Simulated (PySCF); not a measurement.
**Highest orbital energy against ionisation energy along the second row**

Calculated with PySCF 2.14, no spin-orbit coupling. Each cell gives −ε(HOMO) / ΔSCF in eV; NIST values include spin-orbit coupling, (s) semi-empirical, (t) theoretical.

| species | UHF | LDA | PBE | PBE0 | r2SCAN | NIST (lowest levels) |
| --- | --- | --- | --- | --- | --- | --- |
| B(2+) (dyall-av3z, spin-free X2C) | 37.834 / 37.829 | 32.368 / 37.909 | 32.665 / 38.301 | 34.064 / 38.241 | 32.898 / 37.865 | 37.931 |
| C(2+) (dyall-av3z, spin-free X2C) | 46.117 / 45.797 | 40.172 / 46.967 | 40.378 / 47.126 | 42.055 / 47.061 | 40.682 / 46.635 | 47.888 |
| N(2+) (dyall-av3z, spin-free X2C) | 48.032 / 47.295 | 38.578 / 47.867 | 38.827 / 48.022 | 41.255 / 48.005 | 39.769 / 48.215 | 47.445 (s) |
| O(2+) (dyall-av3z, spin-free X2C) | 55.792 / 54.607 | 44.984 / 55.419 | 45.059 / 55.270 | 47.894 / 55.304 | 46.117 / 55.600 | 54.936 (s) |
| F(2+) (dyall-av3z, spin-free X2C) | 63.882 / 62.250 | 51.604 / 63.181 | 51.562 / 62.852 | 54.815 / 62.928 | 52.804 / 63.169 | 62.708 (s) |
| Ne(2+) (dyall-av3z, spin-free X2C) | 64.112 / 61.809 | 52.148 / 63.632 | 52.542 / 63.874 | 55.742 / 63.721 | 53.392 / 63.608 | 63.423 |

Problem. How far is −ε(HOMO) from ΔSCF on average for each method, and why?

Solution. UHF 1.03 eV; LDA -9.19 eV; PBE -9.07 eV; PBE0 -6.57 eV; r2SCAN -8.24 eV. Hartree-Fock orbital energies lack relaxation and so exceed the ΔSCF value; semilocal functionals have convex E(N) from self-interaction, so their HOMO lies far too high; exact exchange moves hybrids part of the way back.
